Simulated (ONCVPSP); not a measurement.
copper: ONCV pseudisation with PBE, scalar-relativistic reference atom.

| Property | Result |
| --- | --- |
| Element | Cu |
| Generator | ONCVPSP 4.0.1 |
| Type | optimised norm-conserving Vanderbilt (ONCV) |
| Functional | PBE |
| Relativity | scalar-relativistic |
| Frozen core | [Ne] |
| Valence charge | 19 |
| Reference configuration | 3s2 3p6 3d10 4s1 |
| Partial waves | 3s+4s: rc 1.00 bohr, ncon 3, nbas 7, qcut 15.1 1/bohr, 2 projectors; 3p: rc 0.75 bohr, ncon 4, nbas 8, qcut 10.8 1/bohr, 2 projectors, debl 2.3 Ha; 3d: rc 0.80 bohr, ncon 3, nbas 7, qcut 14.1 1/bohr, 2 projectors, debl 2.3 Ha; f scattering state at 0.2 Ha: rc 0.80 bohr, ncon 4, nbas 8, qcut 13.7 1/bohr, 2 projectors, debl 2.8 Ha |
| Local potential | polynomial inside 0.65 bohr (lpopt 1, dvloc0 0 Ha) |
| Core correction | Teter function, fcfact 4.75, rcfact 1.55 |

In the p channel the program set the typed energies aside and used -2.651, 0.250 Ha.

Calculated quality:

```
Cutoffs needed             : 102 Ha and 326 Ha (the cutoffs (Ha) at which the residual kinetic energy of the hardest occupied pseudo-wave falls to 1 and 0.1 mHa per electron)
Ghost test                 : no bound ghost flagged; no localised positive-energy state flagged
Configuration tests        : 1 of 4 tests not solved or not reliable
rms error of d²Exc/dni dnj : 1.55 mHa without and 1.29 mHa with the model core
```

Generation and tests took about 13 s on one core of a shared server CPU.
